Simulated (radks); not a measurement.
Problem. All-electron calculation, Dirac Kohn-Sham, PBE, spin-unpolarised, spherical densities, point nucleus; open shells are shared between the two j in proportion to 2j + 1. Program: a radial shooting solver on a logarithmic mesh with Libxc functionals. Each species is in its NIST ground configuration. Rank Hg3+, Au3+, Os3+, Hf3+, W3+, Ta3+, Re3+, Lu3+, Ir3+, Pt3+ by radius at which the density is 0.001 e/bohr^3 (bohr), largest first.

Solution. W3+ 3.43, Re3+ 3.43, Os3+ 3.41, Ta3+ 3.40, Ir3+ 3.38, Pt3+ 3.34, Au3+ 3.30, Hf3+ 3.29, Hg3+ 3.25, Lu3+ 3.06.
